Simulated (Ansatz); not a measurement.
```xyz
2

C    -0.0126    0.0195   -1.1607
S    -0.0179    0.0360    0.4485
```

Basis set: aug-cc-pVDZ (spherical functions). Left uncorrelated: 6 orbitals. Charge 0, multiplicity 1.

Computed with Ansatz (development build ahead of 0.2.0); each method stands on the lowest determinant of its kind that the runs found. Restricted open shells among the atoms or ions are ROHF, correlated in semicanonical orbitals with singles.

The atomization energy at this shape (free ground-state atoms in the same class of orbitals less the molecule, no zero-point energy) of singlet CS:

```json
{"method": "RHF", "atomization energy": "4.07 eV"}
```

(1) What does RHF-MP2 give?

Answers

(1) 6.97 eV.
